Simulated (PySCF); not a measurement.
**MnF: energy against distance**

Set-up: Mn def2-TZVPP, F def2-TZVPP; no relativity (PySCF 2.14). Energies in eV from Mn (3d5 4s2) + F in their ground configurations at the same level. State: ⁷Σ⁺ (septet), unpaired electrons σ ↑↑, π ↑↑, δ ↑↑.

| R (Å) | PBE0 | M06 | ωB97X |
| --- | --- | --- | --- |
| 1.578 | -3.795 | -3.042 | -3.304 |
| 1.651 | -4.370 | -3.631 | -3.896 |
| 1.725 | -4.678 | -3.950 | -4.218 |
| 1.780 | -4.783 | -4.061 | -4.331 |
| 1.835 | -4.809 | -4.093 | -4.363 |
| 1.890 | -4.776 | -4.063 | -4.334 |
| 1.964 | -4.666 | -3.956 | -4.226 |
| 2.055 | -4.457 | -3.749 | -4.017 |
| 2.165 | -4.147 | -3.440 | -3.704 |
| 2.312 | -3.692 | -2.985 | -3.240 |

Question: Put a parabola through the three lowest points of the PBE0 curve and estimate Re, k and ωe (reduced mass 14.12 u; 1 eV/Å² = 0.16022 mdyn/Å; ωe = 1302.8·√(k/μ) cm⁻¹).

Answer: Through R = 1.78, 1.835, 1.89 Å the second-order coefficient is 9.75 eV/Å², so Re ≈ 1.832 Å, k ≈ 3.12 mdyn/Å and ωe ≈ 613 cm⁻¹. A polynomial fit of higher order to the unrounded PBE0 energies gives Re = 1.829 Å, k = 3.21 mdyn/Å, ωe = 621 cm⁻¹; anharmonicity and rounding make the difference.

The higher-order fit for each curve: PBE0: Re = 1.829 Å, ωe = 621 cm⁻¹, De = 4.81 eV; M06: Re = 1.833 Å, ωe = 621 cm⁻¹, De = 4.09 eV; ωB97X: Re = 1.834 Å, ωe = 624 cm⁻¹, De = 4.36 eV.

The metal atom is held in its measured ground configuration; semilocal functionals can put another filling of s and d lower by some tenths of an eV, and De to that atom would be smaller. With d or f electrons several states lie close, and the lowest PBE0 determinant need not be the measured ground state.
